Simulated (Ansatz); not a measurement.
Consider the substitution at a C–S bond: `C[S][AlH][OH]` + `B1CN[SiH2]1` → `CN1CB[SiH2]1` + `[OH][AlH][SH]`.

Program: Ansatz. Geometries: PBE0-D4/def2-TZVP. ΔE: electronic, gas phase. CCSD(T)/CBS adds triple-zeta CCSD(T) − MP2 to the extrapolated MP2 energy (def2 sets, frozen cores). Functionals use def2-TZVPP. B3LYP here is the variant with VWN-RPA as its local correlation; programs differ in this. Each species was taken in one conformer, which may not be the lowest.

| level | ΔE (kJ/mol) |
| --- | --- |
| B3LYP-D4 | -0.9 |
| MP2/CBS(def2) | 5.3 |

**Question.** What does CCSD(T)/CBS give? (An estimate is asked.)

**Answer.** Computed: +3.5 kJ/mol. The listed levels differ from it by -4.4, 1.8 kJ/mol.

Largest T1 diagnostic among the species: 0.012.
